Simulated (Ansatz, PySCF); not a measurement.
Ways to break one bond of CB(I)I:

A. CB(I)I → I[B]I + [CH3] (CH3)
B. CB(I)I [diiodo(methyl)borane] -> C[B]I + I atom
C. CB(I)I -> [CH2]B(I)I + H atom

Quantity: bond dissociation energy (enthalpy at 298 K, with B3LYP-D3(BJ) rigid-rotor harmonic-oscillator terms), kcal/mol. Structures are relaxed separately at B3LYP-D3(BJ)/def2-TZVP in Ansatz (an electronic-structure program), one conformer each, not searched for the lowest. Frequencies are from Ansatz or PySCF. Valence correlation only, unless marked. UHF or UKS for open shells. No spin-orbit coupling. Frozen are the shells of the preceding noble gas and the d and f shells that filled before the atom's block. In def2 rows, elements after Kr have scalar-relativistic effective core potentials. STO-3G rows are all-electron and non-relativistic. CBS marks a two-point X^-3 extrapolation of the correlation energy; Hartree-Fock from the larger set. [CCSD(T)-MP2]/basis is that difference in the basis named.

|  | HF/def2-QZVPP (Ansatz) | PBE-D3(BJ)/def2-TZVPD (Ansatz + dftd3) | SCS-MP2/STO-3G (Ansatz) | RI-MP2/CBS(def2-TZVPP,def2-QZVPP)+[CCSD(T)-MP2]/def2-TZVPP (Ansatz) |
|---|---|---|---|---|
| A | 73.5 | 99.3 | 114.4 | 101.5 |
| B | 56.7 | 88.6 | 95.9 | 88.3 |
| C | 68.9 | 89.7 | 107.0 | 95.1 |
